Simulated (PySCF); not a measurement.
**Vibration and rotation of GePb**

UHF-CCSD(T) constants of GePb, ³Σ⁻ (triplet), unpaired electrons π ↑↑ (basis Ge def2-SVP, Pb def2-SVP with ECP60; scalar-relativistic core potentials; PySCF 2.14; masses 73.9212 and 207.9766 u):

- ωe: 203.4 cm⁻¹
- ωexe: 0.386 cm⁻¹
- Be: 0.043045 cm⁻¹
- αe: 0.000111 cm⁻¹
- De to Ge + Pb: 1.99 eV

(1) What force constant and bond length do these constants imply?

(2) Estimate the centrifugal constant D from the Kratzer relation and find the Dunham coefficient a1.

Correlated steps freeze 13 core orbitals. Correlated levels converge slowly with the basis: in double zeta they bind strong bonds too weakly, by up to about 1 eV, and carry superposition errors of some tenths. Spin–orbit coupling is left out, which matters for elements this heavy, above all for dissociation energies. The state was picked by a PBE0 search and need not be the measured ground state.

Answers

(1) Reduced mass μred = 54.537 u; k = 5.8918×10⁻⁷·μred·ωe² (u, cm⁻¹, mdyn/Å) = 1.33 mdyn/Å; Re = √(16.8576/(μred·Be)) (u, cm⁻¹, Å) = 2.680 Å.

(2) D = 4Be³/ωe² = 7.71e-09 cm⁻¹; a1 = −1 − αeωe/(6Be²) = -3.03.
